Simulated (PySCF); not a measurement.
C2H8Si2 (SMILES C1[SiH2]C[SiH2]1), singlet, at a GFN2-xTB geometry; PySCF with DF-M062X/6-311G**.

PySCF was given this input:
```python
from pyscf import gto, scf, dft

mol = gto.M(
    atom='''
C     0.252094    0.385150    1.246407
Si    1.345512   -0.266337   -0.189850
C    -0.253626   -0.395265   -1.242925
Si   -1.344790    0.271105    0.188208
H     0.499997    1.387923    1.584982
H     0.250765   -0.244754    2.132407
H     2.328275    0.697745   -0.691746
H     2.007125   -1.546267    0.077003
H    -0.256489    0.220533   -2.138708
H    -0.500352   -1.403859   -1.564856
H    -1.986513    1.559711   -0.085405
H    -2.343726   -0.677097    0.688412
''',
    basis='6-311g**',
    charge=0,
    spin=0,
    verbose=5,
)

mf = dft.RKS(mol)
mf.xc = 'm062x'
mf = mf.density_fit(auxbasis='def2-universal-jkfit')
mf.kernel()
```

The log (banner, timings and long lists left out):

```
PySCF version 2.14.0

[INPUT] verbose = 5
[INPUT] max_memory = 4000
[INPUT] num. atoms = 12
[INPUT] num. electrons = 48
[INPUT] charge = 0
[INPUT] spin (= nelec alpha-beta = 2S) = 0
[INPUT] symmetry False subgroup None
[INPUT] Mole.unit = angstrom
[INPUT] Symbol           X                Y                Z      unit          X                Y                Z       unit  Magmom
[...]
[INPUT] ---------------- BASIS SET ----------------
[INPUT] l, kappa, [nprim/nctr], expnt,             c_1 c_2 ...
[INPUT] H
[...]
                                5.09479           0.190373
                                1.15879           0.852161
[...]
[INPUT] Si
[...]
                                10354.94          0.005932
                                2333.8796         0.031088
                                657.14295         0.124967
                                214.30113         0.386897
                                77.629168         0.554888
[...]
                                30.630807         0.627765
                                12.801295         0.247623
[...]
                                78.900366         0.068299
                                24.98815          0.290958
                                9.219711          0.732117
[...]
                                1.45131           0.439148
[...]
[INPUT] C
[...]
                                682.024           0.0152306
                                154.973           0.0761269
                                44.4553           0.260801
                                13.029            0.616462
                                1.82773           0.221006
[...]
                                4.80331           0.919999
                                1.45933           -0.00303068
[...]
                                4.80331           0.237594
                                1.45933           0.815854
[...]
nuclear repulsion = 217.220338461396
number of shells = 72
number of NR pGTOs = 216
number of NR cGTOs = 136
basis = 6-311g**
ecp = {}

******** <class 'pyscf.df.df_jk.DFRKS'> ********
method = DFRKS
initial guess = minao
damping factor = 0
level_shift factor = 0
DIIS = <class 'pyscf.scf.diis.CDIIS'>
diis_start_cycle = 1
diis_space = 8
diis_damp = 0
SCF conv_tol = 1e-09
SCF conv_tol_grad = None
SCF max_cycles = 50
direct_scf = False
XC library pyscf.dft.libxc version 7.1.2
    S. Lehtola, C. Steigemann, M. J. T. Oliveira, and M. A. L. Marques,  SoftwareX 7, 1–5 (2018)
[...]
  mo_energy =
[-6.69890717e+01 -6.69890695e+01 -1.05033241e+01 -1.05033171e+01
 -5.53916328e+00 -5.53914493e+00 -3.85048982e+00 -3.85048621e+00
 -3.85042505e+00 -3.85041616e+00 -3.85039218e+00 -3.85028620e+00
 -8.05191336e-01 -7.38165591e-01 -5.86356839e-01 -5.64264195e-01
 -4.90397502e-01 -4.65862478e-01 -4.53403221e-01 -4.03803053e-01
 -3.81238925e-01 -3.47658489e-01 -3.44194480e-01 -3.26732449e-01
  2.20207293e-02  5.61213730e-02  6.64123892e-02  7.84390087e-02
  9.09984002e-02  1.10325778e-01  1.21034510e-01  1.27265033e-01
  1.35839873e-01  1.46140085e-01  1.61093654e-01  1.68087011e-01
  1.97167919e-01  2.35910575e-01  2.45736480e-01  2.59887186e-01
  2.84883783e-01  2.90828100e-01  3.37816375e-01  3.40264484e-01
  3.88954283e-01  3.90132104e-01  4.19209305e-01  4.29985577e-01
  4.52813898e-01  4.58175096e-01  4.75758652e-01  5.61715719e-01
  5.71444869e-01  6.15748534e-01  6.37408124e-01  6.38103043e-01
  6.42912139e-01  6.48498173e-01  6.67326196e-01  7.08629934e-01
  7.99138265e-01  8.16614008e-01  8.29130257e-01  8.39169598e-01
  8.53360818e-01  8.96395838e-01  9.29083515e-01  9.47577873e-01
  9.74483133e-01  1.00845234e+00  1.11804813e+00  1.16487609e+00
  1.22115192e+00  1.23860464e+00  1.24621319e+00  1.27225304e+00
  1.28562430e+00  1.39100731e+00  1.40078286e+00  1.44675805e+00
  1.48325796e+00  1.49785845e+00  1.49921799e+00  1.52213801e+00
  1.56793968e+00  1.61447064e+00  1.63004356e+00  1.66216809e+00
  1.66489175e+00  1.67110818e+00  1.69414251e+00  1.70153774e+00
  1.70671199e+00  1.78041492e+00  1.80593367e+00  1.82241264e+00
  1.91963948e+00  1.94213648e+00  2.00949152e+00  2.01011233e+00
  2.02293037e+00  2.08904761e+00  2.13446074e+00  2.14375975e+00
  2.18489391e+00  2.24479849e+00  2.43766604e+00  2.43947442e+00
  2.45530806e+00  2.55595473e+00  2.60668983e+00  2.62402155e+00
  2.62548104e+00  2.67399401e+00  2.67938597e+00  2.73030164e+00
  2.74167113e+00  2.81929822e+00  2.97755100e+00  3.04577360e+00
  3.27881553e+00  3.46808462e+00  3.73450527e+00  3.73810300e+00
  5.70226110e+00  5.80560048e+00  1.15185360e+01  1.15388943e+01
  1.15911925e+01  1.15938444e+01  1.16333072e+01  1.16971265e+01
  2.39133579e+01  2.39324115e+01  1.41283251e+02  1.41371696e+02]
nelec by numeric integration = 47.9999587242919
E1 = -1342.6242624645492  E2 = 465.45393772424205  Ecoul = 521.1449466542989  Exc = -55.69100893005684
Extra cycle  E= -659.949986278911  delta_E=    0  |g|= 8.67e-07  |ddm|= 2.84e-06
converged SCF energy = -659.949986278911
```
